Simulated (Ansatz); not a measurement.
The cluster TiSe₂, relaxed as a triplet with UKS r2SCAN-D4/def2-TZVP in Ansatz, starting from the r2SCAN-D4/def2-TZVP geometry of the neutral singlet. Force threshold 0.02 eV/Å.

The relaxation made no stability test and no search for a lower SCF solution. The structure comes from a short search, and lower isomers may exist.

Start:

Cartesian coordinates in Å:
```
Ti 0.8838 0.0007 1.0410
Se -0.3616 -1.1725 -0.5879
Se -0.5223 1.1718 -0.4531
```

(1) Estimate the energy that the relaxation releases and the steps that it takes.

(2) Does the start keep its bonding and symmetry?

(3) Predict the relaxed structure.

Results:

(1) 0.03 eV, in 3 steps; 8.5 s on 4 threads of INTEL XEON PLATINUM 8581C on a shared host. No frequencies were taken in this run, so the end may be a saddle point.

(2) By distances, no bond broke or formed. The bond that changes most is Ti1–Se2, from 2.36 to 2.41 Å (atoms count from 1). Point group C2v at the start, C2v at the end, both within 0.05 Å.

(3) 
Cartesian coordinates in Å:
```
Ti 0.9010 0.0007 1.0612
Se -0.3688 -1.1927 -0.5991
Se -0.5322 1.1919 -0.4621
```
Bond lengths: 2 × Se–Ti 2.41 Å; 1 × Se–Se 2.39 Å.
